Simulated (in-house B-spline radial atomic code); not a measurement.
Configurations of La2+, with energies counted from [Xe] 5d1. All numbers are computed (scalar-relativistic (X2C) RPBE, spin-polarised, spherical fractional occupations; Fermi nucleus of rms radius 4.855 fm) with an all-electron radial atomic-structure program (B-spline basis), not measured. Shells without spins written out take the highest spin.

Occupations are held fixed; configurations that lie above the ionisation limit could autoionise.

```json
{"configuration": "[Xe] 6f1", "E - E(ref) (eV)": "13.623", "highest orbital": "6f up", "its <r> (bohr)": "9.784"}
{"configuration": "[Kr] 4d10 4f1 5s2 5p5 5d1", "E - E(ref) (eV)": "17.985", "highest orbital": "4f up", "its <r> (bohr)": "1.264"}
{"configuration": "[Kr] 4d10 5s2 5p5 5d2", "E - E(ref) (eV)": "19.265", "highest orbital": "5d up", "its <r> (bohr)": "2.477"}
{"configuration": "[Kr] 4d10 5s2 5p(3 up, 2 down) 5d(0 up, 2 down)", "E - E(ref) (eV)": "20.377", "highest orbital": "5d down", "its <r> (bohr)": "2.512"}
{"configuration": "[Kr] 4d10 5s2 5p5 5d1 6s1", "E - E(ref) (eV)": "21.607", "highest orbital": "6s up", "its <r> (bohr)": "3.567"}
{"configuration": "[Kr] 4d(5 up, 4 down) 5s2 5p6 5d(0 up, 2 down)", "E - E(ref) (eV)": "105.46", "highest orbital": "5d down", "its <r> (bohr)": "2.411"}
{"configuration": "[Kr] 4d9 5s2 5p6 5d1 6f1", "E - E(ref) (eV)": "120.93", "highest orbital": "6f up", "its <r> (bohr)": "9.347"}
```

Task: Order these further configurations by energy, lowest first.
A. [Kr] 4d10 5s2 5p5 5d1 6p1
B. [Xe] 4f1
C. [Kr] 4d9 5s2 5p6 5d1 6s1
D. [Kr] 4d10 5s2 5p5 5d1 6d1
E. [Xe] 6s1

Result: B (-0.31491 eV), E (1.5037 eV), A (25.6 eV), D (30.356 eV), C (107.99 eV).

Task: How far above the reference does [Xe] 6d(0 up, 1 down) lie?

Result: 9.6502 eV; its least bound orbital is 6d down with <r> = 5.91 bohr.

Task: How far above the reference does [Kr] 4d(5 up, 4 down) 5s2 5p6 5d(1 up, 0 down) 6p(0 up, 1 down) lie?

Result: 112.25 eV; its least bound orbital is 6p down with <r> = 4.244 bohr.

Task: Is the reference the lowest configuration at this level of theory?

Result: No: [Xe] 4f1 lies 0.3149 eV lower with this functional.
